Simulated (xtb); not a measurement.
xtb input (GFN2-xTB):

```bash
xtb mol.xyz --gfn 2 --ohess tight --chrg 0 --uhf 0
```
mol.xyz:
```
12

N      2.25855941     0.87893193    -0.00549713
Si     1.08843311    -0.34536241    -0.20186095
N     -0.40702410    -0.01265060     0.58583645
Si    -2.04928350    -0.08399053     0.01037531
H      2.03147762     1.82759754    -0.32530813
H      3.19160510     0.73191696     0.12101401
H      1.83138860    -1.52270031     0.28659043
H      0.67443093    -0.61774346    -1.59306880
H     -0.26819099     0.29605035     1.51119240
H     -1.99430209    -0.02818908    -1.52224150
H     -2.83825399     1.00734909     0.52943110
H     -2.71219758    -1.40707283     0.36192195
```

Output:

```
           -------------------------------------------------
          |                Calculation Setup                |
           -------------------------------------------------

           -------------------------------------------------
          |                 G F N 2 - x T B                 |
           -------------------------------------------------

        Reference                      10.1021/acs.jctc.8b01176
      * Hamiltonian:
        H0-scaling (s, p, d)           1.850000    2.230000    2.230000
        zeta-weighting                 0.500000
      * Dispersion:
        s8                             2.700000
        a1                             0.520000
        a2                             5.000000
        s9                             5.000000
      * Repulsion:
        kExp                           1.500000    1.000000
        rExp                           1.000000
      * Coulomb:
        alpha                          2.000000
        third order                    shell-resolved
        anisotropic                    true
        a3                             3.000000
        a5                             4.000000
        cn-shift                       1.200000
        cn-exp                         4.000000
        max-rad                        5.000000

          ...................................................
          :                      SETUP                      :
          :.................................................:
          :  # basis functions                  36          :
          :  # atomic orbitals                  34          :
          :  # shells                           18          :
          :  # electrons                        26          :
          :  max. iterations                   250          :
          :  Hamiltonian                  GFN2-xTB          :
          :  restarted?                      false          :
          :  GBSA solvation                  false          :
          :  PC potential                    false          :
          :  electronic temp.          300.0000000     K    :
          :  accuracy                    1.0000000          :
          :  -> integral cutoff          0.2500000E+02      :
          :  -> integral neglect         0.1000000E-07      :
          :  -> SCF convergence          0.1000000E-05 Eh   :
          :  -> wf. convergence          0.1000000E-03 e    :
          :  Broyden damping             0.4000000          :
          :  net charge                          0          :
          :  unpaired electrons                  0          :
          ...................................................

 iter      E             dE          RMSdq      gap      omega  full diag
   1    -13.5054508 -0.135055E+02  0.552E+00    4.83       0.0  T
   2    -13.5843385 -0.788877E-01  0.305E+00    4.97       1.0  T
   3    -13.5888449 -0.450636E-02  0.213E+00    5.36       1.0  T
   4    -13.5895289 -0.684016E-03  0.114E+00    5.19       1.0  T
   5    -13.5895812 -0.523607E-04  0.371E-01    5.26       1.0  T
   6    -13.5898272 -0.245957E-03  0.154E-01    5.23       1.0  T
[...]
     4  14 Si      12   1 H                                       1.4688779

 * 3 distinct bonds (by element types)

   Z      Z             #   av. dist./Å        max./Å        min./Å
   1 H    7 N           3     1.0073640     1.0081042     1.0064855
   1 H   14 Si          5     1.4655355     1.4688779     1.4620542
   7 N   14 Si          3     1.7275386     1.7312383     1.7254222

           -------------------------------------------------
          |               Frequency Printout                |
           -------------------------------------------------
 projected vibrational frequencies (cm⁻¹)
eigval :       -0.00    -0.00    -0.00     0.00     0.00     0.00
eigval :       54.09    92.67   156.36   211.27   249.53   365.98
eigval :      521.19   546.64   574.34   583.60   598.40   712.44
eigval :      738.48   764.03   799.01   805.84   818.51   857.73
eigval :      893.05   994.82  1198.65  1529.36  2190.69  2201.13
eigval :     2234.00  2243.16  2262.72  3471.48  3472.24  3513.34
 reduced masses (amu)
   1: 16.08   2: 16.44   3: 20.78   4: 19.52   5: 21.86   6: 19.37   7: 10.02   8:  5.94
   9: 14.91  10:  7.35  11: 12.77  12:  4.21  13:  5.02  14:  2.05  15:  6.06  16:  4.95
  17:  2.93  18:  9.16  19:  5.83  20:  2.72  21:  1.85  22:  3.11  23:  3.09  24:  7.72
  25: 17.47  26: 13.03  27:  5.41  28:  2.37  29:  2.06  30:  2.03  31:  1.58  32:  1.77
  33:  1.76  34:  1.64  35:  1.81  36:  2.05
 IR intensities (km·mol⁻¹)
   1:  0.53   2:  0.03   3:  0.03   4:  0.07   5:  0.10   6:  0.13   7:  0.44   8:  0.51
   9:  1.27  10:  3.76  11: 14.67  12: 75.97  13: 54.20  14: 27.48  15: 54.76  16:282.67
  17: 23.43  18:203.50  19:113.21  20:241.14  21:  9.46  22:339.07  23:365.87  24:320.78
  25:102.04  26:252.26  27:323.33  28: 49.39  29:111.72  30:660.21  31:218.72  32:355.81
  33:358.90  34:  2.79  35:  0.43  36:  2.15
 Raman intensities (Ä⁴*amu⁻¹)
   1:  0.00   2:  0.00   3:  0.00   4:  0.00   5:  0.00   6:  0.00   7:  0.00   8:  0.00
   9:  0.00  10:  0.00  11:  0.00  12:  0.00  13:  0.00  14:  0.00  15:  0.00  16:  0.00
  17:  0.00  18:  0.00  19:  0.00  20:  0.00  21:  0.00  22:  0.00  23:  0.00  24:  0.00
  25:  0.00  26:  0.00  27:  0.00  28:  0.00  29:  0.00  30:  0.00  31:  0.00  32:  0.00
  33:  0.00  34:  0.00  35:  0.00  36:  0.00
 output can be read by thermo (or use thermo option).
 writing <g98.out> molden fake output.
 recommended (thermochemical) frequency scaling factor: 1.0
Molecule has no symmetry elements
It seems to be the C1 point group
           -------------------------------------------------
          |             Thermodynamic Functions             |
           -------------------------------------------------

c1  symmetry found (for desy threshold:  0.10E+00) used in thermo

          ...................................................
          :                      SETUP                      :
          :.................................................:
          :  # frequencies                          30      :
          :  # imaginary freq.                       0      :
          :  linear?                             false      :
          :  only rotor calc.                    false      :
          :  symmetry                               c1      :
          :  rotational number                       1      :
          :  scaling factor                  1.0000000      :
          :  rotor cutoff                   50.0000000 cm⁻¹ :
          :  imag. cutoff                  -20.0000000 cm⁻¹ :
          :.................................................:

    mode    ω/cm⁻¹     T·S(HO)/kcal·mol⁻¹    T·S(FR)/kcal·mol⁻¹   T·S(vib)
   ------------------------------------------------------------------------
       1     54.09    -1.38999 ( 57.79%)    -1.03280 ( 42.21%)    -1.23923
       2     92.67    -1.07420 ( 92.19%)    -0.87349 (  7.81%)    -1.05852
       3    156.36    -0.77321 ( 98.97%)    -0.71863 (  1.03%)    -0.77265
       4    211.27    -0.60604 ( 99.69%)    -0.62951 (  0.31%)    -0.60612
       5    249.53    -0.51696 ( 99.84%)    -0.58022 (  0.16%)    -0.51706
   ------------------------------------------------------------------------

   temp. (K)  partition function   enthalpy   heat capacity  entropy
                                   cal/mol     cal/K/mol   cal/K/mol   J/K/mol
 298.15  VIB   105.                 3256.731     21.932     19.605
         ROT  0.122E+06              888.752      2.981     26.251
         INT  0.127E+08             4145.483     24.913     45.856
         TR   0.857E+27             1481.254      4.968     39.460
         TOT                        5626.7371    29.8811    85.3152   356.9588

       T/K    H(0)-H(T)+PV         H(T)/Eh          T*S/Eh         G(T)/Eh
   ------------------------------------------------------------------------
    298.15    0.896678E-02    0.901942E-01    0.405360E-01    0.496582E-01
   ------------------------------------------------------------------------

         :::::::::::::::::::::::::::::::::::::::::::::::::::::
         ::                  THERMODYNAMIC                  ::
         :::::::::::::::::::::::::::::::::::::::::::::::::::::
         :: total free energy         -13.394354746469 Eh   ::
         ::.................................................::
         :: total energy              -13.444012989959 Eh   ::
         :: zero point energy           0.081227467243 Eh   ::
         :: G(RRHO) w/o ZPVE           -0.031569223753 Eh   ::
         :: G(RRHO) contrib.            0.049658243490 Eh   ::
         :::::::::::::::::::::::::::::::::::::::::::::::::::::

optimized geometry written to: xtbopt.xyz

           -------------------------------------------------
          | TOTAL ENERGY              -13.444012989959 Eh   |
          | TOTAL ENTHALPY            -13.353818746308 Eh   |
          | TOTAL FREE ENERGY         -13.394354746469 Eh   |
          | GRADIENT NORM               0.000236963851 Eh/α |
          | HOMO-LUMO GAP               5.298227751169 eV   |
           -------------------------------------------------

------------------------------------------------------------------------
------------------------------------------------------------------------
 total:
 SCF:
 ANC optimizer:
Note: The following floating-point exceptions are signalling: IEEE_UNDERFLOW_FLAG IEEE_DENORMAL
normal termination of xtb
 analytical hessian:
```
